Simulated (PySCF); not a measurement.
# Nb⁺: excitation energy

Nb⁺ [Kr] 4d4 (5D) → Nb⁺ [Kr] 4d3 5p1 (high-spin determinant), as a difference of total energies. All numbers are calculated (PySCF 2.14, the spin-free X2C one-electron Hamiltonian (Gaussian nucleus), in ANO-RCC-VTZP). Correlated levels: valence: [Kr] frozen; valence and next inner shell: [Ar] 3d10 frozen. The calculations carry no spin-orbit coupling.

```json
{"method": "UHF", "excitation energy (cm⁻¹)": "31738"}
{"method": "LDA", "excitation energy (cm⁻¹)": "36824"}
{"method": "PBE", "excitation energy (cm⁻¹)": "35724"}
{"method": "PBE0", "excitation energy (cm⁻¹)": "35781"}
{"method": "B3LYP", "excitation energy (cm⁻¹)": "34904"}
{"method": "M06-2X", "excitation energy (cm⁻¹)": "35513"}
{"method": "M06-L", "excitation energy (cm⁻¹)": "35093"}
{"method": "MP2 (valence)", "excitation energy (cm⁻¹)": "34153"}
{"method": "SCS-MP2 (valence)", "excitation energy (cm⁻¹)": "32543"}
{"method": "MP2 (valence and next inner shell)", "excitation energy (cm⁻¹)": "36430"}
{"method": "SCS-MP2 (valence and next inner shell)", "excitation energy (cm⁻¹)": "34834"}
```

A first-order spin-orbit estimate (lowest level to lowest level, LS coupling) adds -0.098 eV.

The basis was made for the ground configuration and has no added diffuse functions, so the excitation energy can come out too high.

The determinant of the upper state mixes LS terms, which raises its energy above the lowest term, most at the Hartree-Fock and MP2 levels.
